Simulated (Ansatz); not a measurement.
C$_{2}$H$_{10}$N$_{2}$OSn, singlet, at a GFN2-xTB geometry (such geometries of metal compounds can be far from the true shape) (core potentials on Sn); B3LYP/def2-TZVP (Ansatz, a quantum-chemistry and plane-wave program).

The Ansatz input:
Ansatz 0.2 input:
```yaml
crystal:
  periodic: [false, false, false]
  atoms:
    - {symbol: Sn, position_ang: [0.53021083, -0.08888382, -0.37961482]}
    - {symbol: N, position_ang: [2.20130409, -0.63519070, 0.62304516]}
    - {symbol: N, position_ang: [0.37131179, 1.91987929, -0.45719657]}
    - {symbol: O, position_ang: [-0.83422456, -0.75074892, 0.89463386]}
    - {symbol: C, position_ang: [-2.22403823, -0.74158410, 0.73629309]}
    - {symbol: C, position_ang: [-2.81894716, 0.65053065, 0.61686780]}
    - {symbol: H, position_ang: [0.27350928, -0.66539030, -1.96052299]}
    - {symbol: H, position_ang: [2.85094793, -1.19852740, 0.08771892]}
    - {symbol: H, position_ang: [1.93425197, -1.19318238, 1.42761151]}
    - {symbol: H, position_ang: [0.13017983, 2.29866710, 0.45260226]}
    - {symbol: H, position_ang: [1.23836480, 2.36720171, -0.72780226]}
    - {symbol: H, position_ang: [-2.52017205, -1.34254902, -0.13137443]}
    - {symbol: H, position_ang: [-2.61239308, -1.23538835, 1.63444015]}
    - {symbol: H, position_ang: [-3.90200655, 0.58746908, 0.56010069]}
    - {symbol: H, position_ang: [-2.44084392, 1.13830241, -0.27976243]}
    - {symbol: H, position_ang: [-2.53898203, 1.24708031, 1.48075317]}
basis:
  gaussian:
    orbitals: def2-TZVP
hamiltonian:
  xc: b3lyp
```

Task: Predict the main parts of the log of this Ansatz run.

Result: 
```
Functional definition: B3LYP
1693 factors; their error is unknown
mean field evaluation 1: about -13076.7925 eV, gradient 1.1e2 eV
mean field evaluation 2: about -13022.4379 eV, gradient 1.9e2 eV
mean field evaluation 4: about -13100.7139 eV, gradient 1.7e1 eV
mean field evaluation 8: about -13101.2518 eV, gradient 3.4e-1 eV
mean field evaluation 16: about -13101.2898 eV, gradient 7.6e-4 eV
mean field -13101.28979705 eV, -481.4635196684 hartree, gradient 5.0e-5 eV, S^2 0.000000; 0 other end points of the search recorded, 0 dependent functions left out
reference -13101.29014142 eV, -481.4635323238 hartree; 33, 33 occupied and 232, 232 virtual orbitals, 1693 factors
Total energy: -13101.29014142 eV, -481.4635323238 hartree
```
